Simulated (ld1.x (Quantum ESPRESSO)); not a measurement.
# As, TM: configuration errors across variants

```json
{
 "Element": "arsenic (As)",
 "Generator": "ld1.x (Quantum ESPRESSO) 7.5",
 "Type": "norm-conserving Troullier–Martins (Kleinman–Bylander form)",
 "Functional": "PBE",
 "Relativity": "scalar-relativistic",
 "Frozen core": "[Ar] 3d10",
 "Valence charge": "5",
 "Reference configuration": "4s2 4p1 (charge +2)",
 "Partial waves": "4s (bound): rc 1.50 bohr; 4p (bound): rc 1.80 bohr; 4d channel at 0.15 Ry: rc 1.95 bohr",
 "Local potential": "all-electron potential smoothed inside 1.40 bohr (lloc = -1)",
 "Core correction": "a·sin(br)/r model core inside 1.45 bohr"
}
```

All-electron excitation energies from the reference (eV): (1) 4s2 4p3 -27.067; (2) 4s2 4p2 -17.918; (3) 4s2 4p0 27.703; (4) 4s1 4p3 -7.811; (5) 4s0 4p5 -8.011; (6) 4s2 4p3.3 -28.301; (7) 4s1 4p4 -17.650.

1 further variants failed, have other tests or another functional or relativity, and are left out.

A true bound ghost makes a file unfit for plane-wave use even where its test errors are small: the radial tests pick states by their node count and pass the ghost by.

Errors AE − PS in meV (a dash: test not solved or not reliable):

```tsv
change	(1)	(2)	(3)	(4)	(5)	(6)	(7)	bound ghosts
base	+2.8	+0.5	-14	+0.2	-5.3	+4.4	+4.5	none
wave 4p (bound): rc 1.80 bohr becomes 4p (bound): rc 1.38 bohr	+5.3	+0.9	-15	+4.5	+12	+7.5	+11	none
core correction a·sin(br)/r model core inside 1.44 bohr	+3.3	+0.7	-13	+0.1	-6.1	+4.9	+4.5	none
wave 4d channel at 0.15 Ry: rc 1.95 bohr becomes 4d channel at 0.15 Ry: rc 2.42 bohr	+2.8	+0.5	-14	+0.2	-5.3	+4.4	+4.5	none
local potential the d channel	-60	-20	-36	-7.0	-25	-71	-33	p
wave 4d channel at 0.15 Ry: rc 1.95 bohr becomes 4d channel at 0.56 Ry: rc 1.95 bohr	+2.8	+0.5	-14	+0.2	-5.3	+4.4	+4.5	none
```

Give the same row for: local potential all-electron potential smoothed inside 1.84 bohr (lloc = -1).

-5.7, -2.9, -21, -0.3, -6.2, -5.4, +1.6; bound ghosts: none.
